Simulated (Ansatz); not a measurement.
`[F][SnH2][CH2]Cl` + H₂ → `Cl[CH2][SnH3]` + H–F  (hydrogenolysis of the Sn–F bond)

Isolated molecules relaxed with PBE0-D4/def2-TZVP in Ansatz; ΔE leaves out vibrations. CCSD(T)/CBS is the MP2 limit (def2-TZVPP, def2-QZVPP) plus CCSD(T) − MP2 in def2-TZVPP, frozen cores. This one scheme is used for every species. DFT in def2-TZVPP. def2 core potentials past Kr. For Sn outer-core shells are correlated without core-valence functions, which leaves a few kJ/mol of doubt a bond. Each species was taken in one conformer, which may not be the lowest.

Problem. Is it downhill or uphill in electronic energy at CCSD(T)/CBS, and by how much? (Estimate.)

Solution. Computed: Uphill: ΔE = +9.9 kcal/mol.

Problem. What do these levels give: LDA (SPW92), ωB97M-V, PBE, LC-ωPBE, CCSD(T)/def2-SVP, HF/CBS(def2)? (Estimate.)

Solution. Ansatz gave: LDA (SPW92) 6.9, ωB97M-V 10.1, PBE 10.2, LC-ωPBE 9.6, CCSD(T)/def2-SVP 8.4, HF/CBS(def2) 9.6 kcal/mol.

Problem. What do rigid-rotor, harmonic-oscillator terms from PBE0-D4/def2-TZVP frequencies (298.15 K, 1 bar) make of the CCSD(T)/CBS value? (Best estimate.)

Solution. Ansatz gave: ΔZPE = +2.5 kcal/mol, ΔH = +11.8 kcal/mol, ΔS = 16 J/(mol·K), ΔG = +10.6 kcal/mol. Modes under 50 cm⁻¹ make the entropy rough.

Largest T1 diagnostic among the species: 0.012.

Leaving LDA and LC-ωPBE aside and taking each functional with its dispersion term where it has one, the values, not all of them listed here, spread over 5.3 kcal/mol, from PBE-QIDH to BLYP-D4. LDA lies −3.4 kcal/mol from PBE without D4. From r2SCAN to r2SCAN0 (25 % exact exchange), in def2-TZVPP and without D4, ΔE moves by −2.4 kcal/mol.
